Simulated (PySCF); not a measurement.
Sn(F)(OH)(NH2)2 (FH₅N₂OSn), SMILES [Sn]([NH2])([NH2])([OH])[F].

The structure is a stationary point at B3LYP-D3(BJ)/def2-SVP. The structure was generated by enumeration; whether it is a known compound was not checked. The def2 effective core potentials stand for the cores of Sn; spin–orbit coupling is left out. One conformer was computed; it need not be the lowest.

Two levels are set side by side: PBE/def2-TZVP (PySCF) and B3LYP/def2-TZVP (PySCF). Same geometry, gas phase. Differences are taken from unrounded values.

| quantity | B3LYP | PBE | PBE minus B3LYP |
|---|---|---|---|
| orbital gap (eV) | 6.07 | 4.24 | -1.83 |
| highest occupied level (eV) | -7.84 | -6.61 | 1.23 |
| lowest empty level (eV) | -1.78 | -2.37 | -0.59 |
| dipole moment (D) | 2.11 | 2.04 | -0.07 |
| mean polarisability (bohr³) | 55.6 | 58.2 | 2.6 |

PBE's occupied levels lie high since its potential decays too fast outside the molecule; exact exchange lowers them and widens the gap. PBE's more diffuse valence density responds more strongly to a field. Differences between two approximate levels are no errors against the true value.

Rough cost on one machine, each run with all the roots and properties that it gave: B3LYP against PBE within a factor of 2.
